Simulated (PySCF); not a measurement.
Species: C4H6Br (charge +1).
SMILES: `Br/C=C/[CH+]C`

Vertical excitations from PySCF (density fitting, frozen core in the response, grid level 2 and gas phase unless stated; continuum runs use non-equilibrium linear response for the excitations) on a GFN2-xTB geometry. Reference run:

```json
{"settings": "PBE0/def2-SVPD, full TDDFT, 6 singlets", "S1, eV (f)": "3.30 (0.000)", "S2, eV (f)": "4.40 (0.604)", "S3, eV (f)": "5.30 (0.001)", "S4, eV (f)": "6.08 (0.003)", "S5, eV (f)": "6.14 (0.121)", "S6, eV (f)": "6.27 (0.001)", "T1, eV (Tamm–Dancoff)": "2.40", "mean α (au)": "78.4"}
```

What do these settings give: (1) HCTH407/pcseg-1, level shift 0.1 Eh, full TDDFT, 12 singlets; (2) PBE0/3-21G, full TDDFT, 6 singlets?

| settings | S1, eV (f) | S2, eV (f) | S3, eV (f) | S4, eV (f) | S5, eV (f) | S6, eV (f) | T1, eV (Tamm–Dancoff) | mean α (au) |
| --- | --- | --- | --- | --- | --- | --- | --- | --- |
| HCTH407/pcseg-1, level shift 0.1 Eh, full TDDFT, 12 singlets | 2.82 (0.000) | 4.29 (0.552) | 4.78 (0.001) | 5.69 (0.003) | 5.72 (0.118) | 5.82 (0.002) | 2.37 | 71.9 |
| PBE0/3-21G, full TDDFT, 6 singlets | 3.29 (0.000) | 4.51 (0.624) | 5.42 (0.002) | 6.22 (0.004) | 6.34 (0.131) | 6.43 (0.001) | – | 63.1 |

(1) S1 moves by -0.48 eV; functional and basis change together, so the shift can't be laid on one. (2) S1 moves by -0.01 eV. States are counted by energy in each run and needn't keep their character from row to row.

Give the leading configurations of S1 (H = HOMO, L = LUMO) and the HOMO–LUMO gap of each run.

```json
{"settings": "PBE0/def2-SVPD, full TDDFT, 6 singlets", "S1 configurations (weight)": "H−1→L 0.99", "S1 (eV)": "3.30", "orbital gap (eV)": "4.52", "S1 − gap (eV)": "-1.22"}
{"settings": "HCTH407/pcseg-1, level shift 0.1 Eh, full TDDFT, 12 singlets", "S1 configurations (weight)": "H→L 1.00", "S1 (eV)": "2.82", "orbital gap (eV)": "2.71", "S1 − gap (eV)": "+0.11"}
{"settings": "PBE0/3-21G, full TDDFT, 6 singlets", "S1 configurations (weight)": "H−1→L 0.99", "S1 (eV)": "3.29", "orbital gap (eV)": "4.51", "S1 − gap (eV)": "-1.22"}
```

 Relativistic effects, spin–orbit coupling among them, are left out although an element past zinc is present.

The values belong to the conformer `[CH3:1][CH+:2]/[CH:3]=[CH:4]/[Br:5]`: C1–C2–C3–C4 180°.
